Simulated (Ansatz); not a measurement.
CH$_{6}$O$_{3}$Ti, SMILES `[CH3][Ti]([OH])([OH])[OH]`, relaxed with RKS PBE0-D4/def2-TZVP in Ansatz 0.2.0 from a PBE-D4/def2-SVP geometry. The force threshold is 0.005 eV/Å; the program also tests the step.

Total charge 0; spin multiplicity 1.

Start:

```xyz
11

C    -1.035    0.103    1.129
Ti    0.454   -0.139   -0.318
O     1.067   -1.823   -0.144
O     1.730    1.046    0.131
O    -0.370    0.163   -1.874
H    -0.615   -0.097    2.137
H    -1.445    1.135    1.103
H    -1.863   -0.611    0.933
H     0.835   -2.592   -0.694
H     1.693    2.015    0.199
H    -0.450    0.799   -2.601
```

Problem. How much energy does the relaxation release, and in how many steps? (Estimate.)

Solution. The calculation gave: 0.97 kcal/mol, in 17 steps, 5 of them rejected.

Problem. Which bonds change most? (Estimate.)

Solution. The calculation gave: C1–Ti2 from 2.090 to 2.071 Å; C1–H7 from 1.111 to 1.094 Å; C1–H8 from 1.111 to 1.094 Å; C1–H6 from 1.110 to 1.093 Å.

Problem. Give the relaxed structure. (Best estimate.)

Solution. Ansatz gave: 
```xyz
11

C    -1.064    0.079    1.125
Ti    0.437   -0.097   -0.291
O     1.042   -1.785   -0.145
O     1.695    1.077    0.209
O    -0.365    0.247   -1.839
H    -0.655   -0.145    2.115
H    -1.469    1.095    1.123
H    -1.868   -0.626    0.897
H     0.875   -2.577   -0.656
H     1.905    2.004    0.107
H    -0.533    0.729   -2.644
```
